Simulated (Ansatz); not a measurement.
Basis-set extrapolation for ClH7N2Si2 (`N[SiH2]N[SiH2]Cl`) (PBE0-D4/def2-TZVP geometry, frozen core, Ansatz). Multiplicity 1, RHF reference.

```tsv
	def2-TZVPP	def2-QZVPP
HF	-1150.579229	-1150.616628
MP2 correlation	-0.860785	-0.930587
CCSD(T) correlation	-0.953914	not run
```

Energies in hartree. Use E(X) = E(∞) + A·exp(−7.88·√X) for Hartree–Fock and E(X) = E(∞) + B·X^(−2.97) for correlation, with X = 3 and 4, and add CCSD(T) minus MP2 of the smaller set to the MP2 limit.

Problem. What is the CCSD(T) energy at the basis-set limit?

Solution. HF limit: -1150.616628 + (-0.037399) × 0.13774 = -1150.62178. MP2 limit: -0.930587 + (-0.069802) × 0.74074 = -0.98229. Higher-order term: -0.953914 − (-0.860785) = -0.09313. Total: -1151.69720 hartree, 430.7 kJ/mol below CCSD(T)/def2-TZVPP.
